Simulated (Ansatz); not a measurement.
Stretching the C1–Al2 bond in CH5Al (SMILES [CH3][AlH2]) (multiplicity 1 held, fragments rigid). Energies count from the point at 1.955 Å.
Geometry at that point (charge 0, multiplicity 1):
```csv
atom,x (Å),y (Å),z (Å)
C,-1.2351,-0.0945,-0.0008
Al,0.7144,0.0494,-0.0025
H,-1.6801,0.5444,-0.7695
H,-1.5925,-1.1140,-0.1561
H,-1.6392,0.2555,0.9557
H,1.3987,1.4781,0.0298
H,1.6360,-1.2390,-0.0221
```

Signs of static correlation in cc-pV(D+d)Z, with CASSCF(2,2), from Ansatz (a quantum-chemistry and plane-wave program) runs.

| R (Å) | T1 of restricted CCSD | ⟨S²⟩ of UHF | largest double amplitude of restricted CCSD | weight of the CASSCF reference in MRCISD | CASSCF natural occupations |
|---|---|---|---|---|---|
| 1.564 | 0.008 | 0.000 | 0.035 | 0.911 | 1.99 0.01 |
| 1.759 | 0.008 | 0.000 | 0.037 | 0.911 | 1.99 0.01 |
| 1.955 | 0.009 | 0.000 | 0.039 | 0.910 | 1.98 0.02 |
| 2.150 | 0.009 | 0.000 | 0.041 | 0.910 | 1.97 0.03 |
| 2.346 | 0.009 | 0.000 | 0.056 | 0.909 | 1.96 0.04 |
| 2.639 | 0.010 | 0.000 | 0.106 | 0.909 | 1.92 0.08 |
| 2.932 | 0.013 | 0.457 | 0.168 | 0.909 | 1.86 0.14 |
| 3.421 | … | 0.836 | 0.292 | 0.909 | 1.68 0.32 |
| 3.910 | 0.028 | 0.955 | 0.436 | 0.910 | 1.46 0.54 |
| 4.496 | 0.037 | 0.997 | … | 0.910 | 1.25 0.75 |
| 5.278 | 0.041 | 1.009 | 0.742 | 0.910 | 1.09 0.91 |
| 6.256 | 0.041 | 1.011 | 0.821 | 0.910 | 1.03 0.97 |

Task: What belongs in the gaps?

Result: 
- 3.421, T1 of restricted CCSD: 0.019
- 4.496, largest double amplitude of restricted CCSD: 0.599

Doubts at one or more of the structures used: a restricted determinant that unrestricted orbitals would lower (R-CCSD(T)/cc-pV(D+d)Z); other coupled-cluster roots lie near (R-CCSD(T)/cc-pV(D+d)Z); a spin-contaminated determinant (U-CCSD(T)/cc-pV(D+d)Z); T1 above 0.05 (U-CCSD(T)/cc-pV(D+d)Z).
